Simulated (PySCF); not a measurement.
Computed shifts of a molecule C5H9F, PySCF with PBE/pcSseg-1, GIAO, gas phase, equivalent atoms averaged, in ppm (number of nuclei): ¹³C: 155.5 (1), 115.7 (1), 99.1 (1), 25.1 (1), 24.7 (1). ¹⁹F: -223.4 (1). ¹H: 5.82 (1), 5.47 (1), 5.27 (1), 2.01 (3), 1.62 (3). References: ¹³C against TMS (σ = 182.0 ppm); ¹⁹F against CFCl3 (σ = 133.6 ppm); ¹H against TMS (σ = 31.49 ppm), references at their B3LYP-D3(BJ)/def2-TZVP geometries, non-relativistic. The structure is a stationary point at ωB97X-D3(BJ)/def2-SVP. One conformer was computed; it need not be the lowest.

Problem. Pick the molecule that these values belong to.
A. C=C(C)[C@H](C)F
B. CC1(F)CCC1
C. CCC1(F)CC1
D. C=C[C@H](F)CC

Solution. A, C=C(C)[C@H](C)F
